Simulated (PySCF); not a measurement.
germylmethylsilane (CH8GeSi), SMILES [SiH3][CH2][GeH3].

The structure is a stationary point at B3LYP-D3(BJ)/def2-SVP.

Two levels are set side by side: TDDFT-PBE/def2-SVPD (PySCF) and TDDFT-LC-ωPBE/def2-SVPD (PySCF). Vertical, same geometry. The lowest singlet is HOMO→LUMO 98 % with PBE and HOMO→LUMO 50 %, HOMO→LUMO+1 38 % with the other functional; states are paired by order. Differences are taken from unrounded values.

```tsv
quantity	TDDFT-PBE
lowest singlet excitation (eV)	6.94
lowest triplet excitation (TDA) (eV)	6.65
first bright state (f over 0.05) (eV)	7.44
its oscillator strength	0.24
```

### Question
These are the TDDFT-PBE values. What does TDDFT-LC-ωPBE give? (Estimate from the structure and the level; the computed values follow.)

### Answer

```csv
quantity,TDDFT-LC-ωPBE,TDDFT-PBE minus TDDFT-LC-ωPBE
lowest singlet excitation (eV),8.40,-1.46
lowest triplet excitation (TDA) (eV),7.82,-1.16
first bright state (f over 0.05) (eV),8.40,-0.96
its oscillator strength,0.06,0.18
```

A lower first singlet is the usual sign of a functional without exact exchange. Differences between two approximate levels are no errors against the true value.

Rough cost on one machine, each run with all the roots and properties that it gave: TDDFT-LC-ωPBE against TDDFT-PBE about 6 times.
